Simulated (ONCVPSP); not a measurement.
## P ONCV: all-electron and pseudo phase curves

| Property | Result |
| --- | --- |
| Element | phosphorus |
| Generator | ONCVPSP 4.0.1 |
| Type | optimised norm-conserving Vanderbilt (ONCV) |
| Functional | PBEsol |
| Relativity | scalar-relativistic |
| Frozen core | [He] |
| Valence charge | 13 |
| Reference configuration | 2s2 2p6 3s1.5 3p3.5 |
| Partial waves | 2s+3s: rc 0.95 bohr, ncon 3, nbas 7, qcut 11.6 1/bohr, 2 projectors; 2p+3p: rc 0.80 bohr, ncon 5, nbas 8, qcut 21.7 1/bohr, 2 projectors; d scattering state at 0.47 Ha: rc 0.75 bohr, ncon 4, nbas 7, qcut 13.8 1/bohr, 1 projector |
| Local potential | polynomial inside 0.70 bohr (lpopt 5, dvloc0 6 Ha) |
| Core correction | Teter function, fcfact 3.75, rcfact 1.6 |

The phase is arctan(r·R′/R) of the radial function R(r), unwrapped; energies in Ha, scanned from -8 to 5 Ha. A pole is an energy at which the radial function vanishes at the test radius. The pseudo phase is shifted by a multiple of π to meet the all-electron one at the reference energy, and phase errors are pseudo minus all-electron; the curves can meet again beyond the range given. Levels narrower than the energy grid can be missing from the lists of poles.

Task: For each channel, where are the poles, and over which energies does the pseudopotential scatter like the atom?

Result:

| channel | radius (bohr) | reference energy (Ha) | poles, all-electron | poles, pseudo | unbroken range about the reference energy with phases within 0.05 rad | phase error 1 Ha above the reference energy (rad) |
| --- | --- | --- | --- | --- | --- | --- |
| s | 0.96 | -0.52 | -5.56 | -5.56 | the whole range | +0.000 |
| p | 0.81 | -0.21 | -2.99 | -2.99 | the whole range | +0.000 |
| d | 0.76 | 0.47 | none | none | the whole range | +0.000 |

Phases in the s channel:

```json
{"E (Ha)": "-7.96", "all-electron": "0.439", "pseudo": "0.439"}
{"E (Ha)": "-7.60", "all-electron": "0.020", "pseudo": "0.020"}
{"E (Ha)": "-7.24", "all-electron": "-0.532", "pseudo": "-0.532"}
{"E (Ha)": "-6.88", "all-electron": "-0.978", "pseudo": "-0.978"}
{"E (Ha)": "-6.52", "all-electron": "-1.248", "pseudo": "-1.248"}
{"E (Ha)": "-6.16", "all-electron": "-1.411", "pseudo": "-1.411"}
{"E (Ha)": "-5.80", "all-electron": "-1.517", "pseudo": "-1.517"}
{"E (Ha)": "-5.44", "all-electron": "-1.594", "pseudo": "-1.594"}
{"E (Ha)": "-5.08", "all-electron": "-1.652", "pseudo": "-1.652"}
{"E (Ha)": "-4.72", "all-electron": "-1.700", "pseudo": "-1.700"}
{"E (Ha)": "-4.36", "all-electron": "-1.741", "pseudo": "-1.742"}
{"E (Ha)": "-4.00", "all-electron": "-1.778", "pseudo": "-1.779"}
{"E (Ha)": "-3.64", "all-electron": "-1.813", "pseudo": "-1.813"}
{"E (Ha)": "-3.28", "all-electron": "-1.847", "pseudo": "-1.847"}
{"E (Ha)": "-2.92", "all-electron": "-1.881", "pseudo": "-1.881"}
{"E (Ha)": "-2.56", "all-electron": "-1.916", "pseudo": "-1.916"}
{"E (Ha)": "-2.20", "all-electron": "-1.952", "pseudo": "-1.952"}
{"E (Ha)": "-1.84", "all-electron": "-1.992", "pseudo": "-1.992"}
{"E (Ha)": "-1.48", "all-electron": "-2.035", "pseudo": "-2.035"}
{"E (Ha)": "-1.12", "all-electron": "-2.083", "pseudo": "-2.083"}
{"E (Ha)": "-0.76", "all-electron": "-2.139", "pseudo": "-2.139"}
{"E (Ha)": "-0.40", "all-electron": "-2.203", "pseudo": "-2.203"}
{"E (Ha)": "-0.04", "all-electron": "-2.278", "pseudo": "-2.278"}
{"E (Ha)": "0.32", "all-electron": "-2.368", "pseudo": "-2.368"}
{"E (Ha)": "0.68", "all-electron": "-2.475", "pseudo": "-2.475"}
{"E (Ha)": "1.04", "all-electron": "-2.604", "pseudo": "-2.604"}
{"E (Ha)": "1.40", "all-electron": "-2.756", "pseudo": "-2.756"}
{"E (Ha)": "1.76", "all-electron": "-2.932", "pseudo": "-2.932"}
{"E (Ha)": "2.12", "all-electron": "-3.124", "pseudo": "-3.124"}
{"E (Ha)": "2.48", "all-electron": "-3.321", "pseudo": "-3.322"}
{"E (Ha)": "2.84", "all-electron": "-3.509", "pseudo": "-3.510"}
{"E (Ha)": "3.20", "all-electron": "-3.678", "pseudo": "-3.679"}
{"E (Ha)": "3.56", "all-electron": "-3.822", "pseudo": "-3.824"}
{"E (Ha)": "3.92", "all-electron": "-3.943", "pseudo": "-3.946"}
{"E (Ha)": "4.28", "all-electron": "-4.043", "pseudo": "-4.046"}
{"E (Ha)": "4.64", "all-electron": "-4.127", "pseudo": "-4.129"}
{"E (Ha)": "5.00", "all-electron": "-4.196", "pseudo": "-4.198"}
```
